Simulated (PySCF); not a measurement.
C₇H₁₂SSi.
Structure used (GFN2-xTB), in Å, numbered top down from 1:
```xyz
21
C7H12SSi angstrom
C      2.3764   -0.7436    0.7869
C      1.2902   -0.2940    0.1295
C     -0.1270   -0.2374    0.5529
C     -1.0903   -0.8941   -0.4521
C     -2.4189   -0.1244   -0.3383
C     -2.1705    0.9973    0.6781
C     -0.6601    1.1981    0.6511
S      1.8164    0.3145   -1.4575
Si     3.6797   -0.3884   -0.4993
H      2.3643   -1.1674    1.7772
H     -0.2150   -0.7238    1.5317
H     -0.6779   -0.7890   -1.4562
H     -1.2084   -1.9572   -0.2454
H     -3.2333   -0.7737   -0.0186
H     -2.6918    0.2965   -1.3057
H     -2.7139    1.9080    0.4305
H     -2.4780    0.6775    1.6756
H     -0.3641    1.7481   -0.2437
H     -0.2816    1.7217    1.5285
H      4.2237   -1.4940   -1.2706
H      4.5712    0.7424   -0.3002
```

Definitions: NICS(0) = −σiso at the ring centroid; NICS(1) = −σiso and NICS(1)zz = −σzz at ±1 Å along the ring normal z. Level: GIAO PBE0/pcSseg-1 (PySCF, non-relativistic, gas phase) on the GFN2-xTB geometry, one conformer.

Ring bond lengths (Å), with Mayer bond orders in brackets: C1–C2 1.347 (1.74), C2–S8 1.779 (1.06), S8–Si9 2.210 (0.84), Si9–C1 1.865 (0.94); C3–C4 1.539 (1.00), C4–C5 1.540 (1.03), C5–C6 1.534 (1.04), C6–C7 1.524 (1.03), C7–C3 1.534 (0.98).

**Question.** What do the NICS probes read (ppm)?

**Answer.** 
| ring | type | NICS(0) | NICS(1), two faces | NICS(1)zz, two faces | rms pucker (Å) | centre to ring atoms, mean (Å) |
| --- | --- | --- | --- | --- | --- | --- |
| C1–C2–S8–Si9 | 4-membered ring with S and Si; formal bonds 1 double, 3 single | -1.4 | -0.9 / -0.8 | 7.4 / 7.5 | 0.00 | 1.26 |
| C3–C4–C5–C6–C7 | 5-membered carbocycle; formal bonds all single | -5.9 | -4.0 / -4.1 | -4.4 / -2.9 | 0.18 | 1.28 |

**Question.** What do they say, and how far can they be read as aromaticity?

**Answer.** 
- C1–C2–S8–Si9: mean NICS(1)zz 7.5 ppm, deshielded. Si9 has four or more neighbours; no verdict on aromaticity is drawn.
- C3–C4–C5–C6–C7: mean NICS(1)zz -3.7 ppm, shielded. C3, C4, C5, C6, C7 have four or more neighbours, and the NICS criterion for π rings isn't applied.

**Question.** List the ring angles and the Hirshfeld charges of the ring atoms.

**Answer.** 
- C1–C2–S8–Si9: C1 99.4° (-0.190 e), C2 108.1° (+0.017 e), S8 75.8° (-0.103 e), Si9 76.7° (+0.342 e); sum 360.0° against 360° for a flat convex ring.
- C3–C4–C5–C6–C7: C3 102.9° (-0.026 e), C4 106.2° (-0.070 e), C5 105.9° (-0.068 e), C6 104.2° (-0.069 e), C7 102.8° (-0.071 e); sum 522.1° against 540° for a flat convex ring.

**Question.** What are the shieldings of the ring atoms and their hydrogens in the same run (means over atoms taken as equivalent)?

**Answer.** 
| atoms | environment | σ isotropic (ppm) | principal values of the symmetric part, first atom (ppm) |
| --- | --- | --- | --- |
| C1 | alkene CH carbon | 71.5 | -14.0, 91.1, 137.4 |
| C2 | fully substituted alkene carbon | -2.5 | -123.9, 11.5, 104.9 |
| C3 | allylic carbon | 132.1 | 108.3, 132.5, 155.5 |
| C4 (×2) | ring CH2 carbon | 151.2 | 121.4, 164.2, 176.9 |
| C5 (×2) | ring CH2 carbon | 158.1 | 129.1, 174.8, 176.6 |
| S8 | sulfur bonded to C and Si | 569.4 | 348.0, 535.5, 824.7 |
| Si9 | SiH2 silicon | 390.0 | 356.9, 400.7, 412.5 |
| H10 | vinylic hydrogen | 26.39 | 24.5, 24.6, 30.1 |
| H11 | methine hydrogen | 29.00 | 25.8, 27.7, 33.5 |
| H12 (×2) | methylene hydrogen | 29.66 | 23.7, 29.8, 35.0 |
| H13 (×2) | methylene hydrogen | 29.92 | 24.7, 28.4, 36.5 |
| H14 (×2) | methylene hydrogen | 29.99 | 24.6, 27.5, 37.4 |
| H15 (×2) | methylene hydrogen | 29.84 | 24.8, 28.0, 36.8 |
| H20 (×2) | Si–H hydrogen | 26.47 | 22.9, 24.7, 31.9 |

The list is cut; further classes of hydrogen are left out.
